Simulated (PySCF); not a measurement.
Partial charges of `Cc1pccc2ccccc12`

C10H9P.
SMILES with atom numbers: `[CH3:1][c:2]1[p:3][cH:4][cH:5][c:6]2[cH:7][cH:8][cH:9][cH:10][c:11]12` (hydrogens: H12, H13, H14 on C1; H15 on C4; H16 on C5; H17 on C7; H18 on C8; H19 on C9; H20 on C10)

Cartesian coordinates in Å at the GFN2-xTB level; atoms count from 1:
```xyz
20
C10H9P angstrom
C      2.7793    0.1465   -0.2718
C      1.3992    0.7399   -0.1845
P      1.3569    2.4648   -0.1685
C     -0.3659    2.7652   -0.0588
C     -1.3218    1.8014   -0.0081
C     -1.0595    0.4131   -0.0379
C     -2.1478   -0.4822    0.0190
C     -1.9640   -1.8354   -0.0045
C     -0.6645   -2.3530   -0.0866
C      0.4123   -1.5139   -0.1442
C      0.2643   -0.1048   -0.1231
H      2.9924   -0.4810    0.5935
H      3.5210    0.9433   -0.3051
H      2.8903   -0.4595   -1.1710
H     -0.6637    3.8064   -0.0301
H     -2.3616    2.0989    0.0601
H     -3.1448   -0.0689    0.0823
H     -2.8091   -2.5066    0.0397
H     -0.5186   -3.4236   -0.1044
H      1.4007   -1.9400   -0.2076
```

Density: PBE0/pcSseg-1 (PySCF); schemes: Mulliken, IAO, Hirshfeld and ESP-fitted. Isolated species at its GFN2-xTB geometry, gas phase.

Task: At which atom do the 4 schemes differ most?

Result: At C2: from -0.601 (Mulliken) to +0.382 e (ESP-fitted), 0.983 e apart.

Task: Which atoms carry the lowest charge in the Mulliken, IAO, Hirshfeld and ESP-fitted schemes?

Result: The schemes don't all agree: Mulliken C2 (-0.601); IAO C1 (-0.422); Hirshfeld C1 (-0.123); ESP-fitted C5 (-0.707).

Task: What partial charge does each atom carry?

Result: In e:

| atom | environment | Mulliken | IAO | Hirshfeld | ESP-fitted |
| --- | --- | --- | --- | --- | --- |
| C1 | benzylic-type carbon | -0.158 | -0.422 | -0.123 | -0.525 |
| C2 | substituted aromatic carbon | -0.601 | -0.200 | -0.043 | +0.382 |
| P3 | phosphorus bonded to 2 C | +0.493 | +0.340 | +0.074 | -0.288 |
| C4 | aromatic CH carbon | -0.376 | -0.374 | -0.112 | +0.169 |
| C5 | aromatic CH carbon | +0.015 | -0.130 | -0.044 | -0.707 |
| C6 | ring-fusion aromatic carbon | -0.226 | +0.004 | +0.002 | +0.650 |
| C7 | aromatic CH carbon | -0.038 | -0.144 | -0.045 | -0.400 |
| C8 | aromatic CH carbon | -0.052 | -0.151 | -0.047 | -0.046 |
| C9 | aromatic CH carbon | -0.034 | -0.146 | -0.046 | -0.247 |
| C10 | aromatic CH carbon | -0.065 | -0.152 | -0.047 | -0.023 |
| C11 | ring-fusion aromatic carbon | +0.091 | -0.004 | -0.003 | -0.383 |
| H12 | methyl hydrogen | +0.139 | +0.151 | +0.046 | +0.149 |
| H13 | methyl hydrogen | +0.129 | +0.152 | +0.041 | +0.159 |
| H14 | methyl hydrogen | +0.139 | +0.151 | +0.046 | +0.150 |
| H15 | aromatic hydrogen | +0.128 | +0.163 | +0.045 | +0.111 |
| H16 | aromatic hydrogen | +0.082 | +0.148 | +0.050 | +0.243 |
| H17 | aromatic hydrogen | +0.075 | +0.151 | +0.051 | +0.181 |
| H18 | aromatic hydrogen | +0.091 | +0.156 | +0.053 | +0.140 |
| H19 | aromatic hydrogen | +0.088 | +0.155 | +0.053 | +0.161 |
| H20 | aromatic hydrogen | +0.080 | +0.151 | +0.049 | +0.126 |

Mean size of the charges over all atoms: ESP-fitted 0.262 e, IAO 0.172 e, Mulliken 0.155 e, Hirshfeld 0.051 e. Each set sums to the total charge, 0, to within 0.001 e. The Hirshfeld scheme weights the molecular density at each point by an atom's share of the summed free-atom densities.

Task: How many electrons does the IAO scheme count on C7?

Result: Z − q = 6 − (-0.144) = 6.144.

Task: Sum the charges by element, for elements with more than one atom.

Result: 
```csv
element,atoms,Mulliken,IAO,Hirshfeld,ESP-fitted
C,10,-1.446,-1.719,-0.507,-1.131
H,9,+0.952,+1.379,+0.433,+1.419
```

Task: How closely do the schemes follow one another over all atoms?

Result: Correlation coefficient and root-mean-square difference: IAO with Hirshfeld 0.99, 0.142 e; Mulliken with IAO 0.77, 0.142 e; Mulliken with Hirshfeld 0.70, 0.182 e; Hirshfeld with ESP-fitted 0.38, 0.304 e; IAO with ESP-fitted 0.31, 0.320 e; Mulliken with ESP-fitted -0.26, 0.433 e.

These values come from a run that also computed NMR shieldings. The run took 59 s wall on one thread of an Arm Neoverse V1, shared host with 32 logical CPUs at a one-minute load of 10, and the process peaked at 1.0 GiB of memory.
